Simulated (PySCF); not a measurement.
Job for PySCF: D3(BJ) and D4 dispersion corrections on CH3FN2 (a complex), monomers drawn apart or pushed together.

```python
from pyscf import gto
from pyscf.dispersion import dftd3, dftd4

mol = gto.M(
    atom='''
    N    -0.43196087    0.02126841   -0.04456278
    N     0.49950556    0.05338491   -0.61087476
    C    -0.40954606   -0.51960541    3.12274367
    F     0.80764324   -0.49325522    2.45030673
    H    -1.20925271   -0.33543314    2.40493474
    H    -0.53413314   -1.50058107    3.58294784
    H    -0.40345203    0.25714501    3.88841137
    ''',
    basis='def2-svp',
    charge=0, spin=0, verbose=0, max_memory=1800)
d3, d4 = {}, {}
for xc in ['hf', 'pbe', 'blyp', 'revpbe', 'tpss', 'r2scan', 'b3lyp', 'pbe0', 'bhlyp', 'camb3lyp', 'b2plyp']:
    d3[xc] = float(dftd3.DFTD3Dispersion(mol, xc=xc, version='d3bj', atm=False).get_dispersion()['energy'])
    print(f'D3(BJ) {xc:10s} {d3[xc]:14.8f} Eh')
for xc in ['hf', 'pbe', 'blyp', 'revpbe', 'tpss', 'r2scan', 'b3lyp', 'pbe0', 'bhlyp', 'camb3lyp', 'b2plyp']:
    d4[xc] = float(dftd4.DFTD4Dispersion(mol, xc={'camb3lyp': 'cam-b3lyp'}.get(xc, xc), atm=True).get_dispersion()['energy'])
    print(f'D4     {xc:10s} {d4[xc]:14.8f} Eh')
```

It printed:

```
D3(BJ) hf            -0.02274700 Eh
D3(BJ) pbe           -0.00279138 Eh
D3(BJ) blyp          -0.00560835 Eh
D3(BJ) revpbe        -0.00723104 Eh
D3(BJ) tpss          -0.00342922 Eh
D3(BJ) r2scan        -0.00081357 Eh
D3(BJ) b3lyp         -0.00454606 Eh
D3(BJ) pbe0          -0.00235135 Eh
D3(BJ) bhlyp         -0.00338193 Eh
D3(BJ) camb3lyp      -0.00202396 Eh
D3(BJ) b2plyp        -0.00201617 Eh
D4     hf            -0.00891576 Eh
D4     pbe           -0.00240959 Eh
D4     blyp          -0.00530118 Eh
D4     revpbe        -0.00840176 Eh
D4     tpss          -0.00324963 Eh
D4     r2scan        -0.00066577 Eh
D4     b3lyp         -0.00376931 Eh
D4     pbe0          -0.00203665 Eh
D4     bhlyp         -0.00253212 Eh
D4     camb3lyp      -0.00202561 Eh
D4     b2plyp        -0.00169901 Eh
```

The run finished.

Cost: very roughly 0.010 core-seconds.
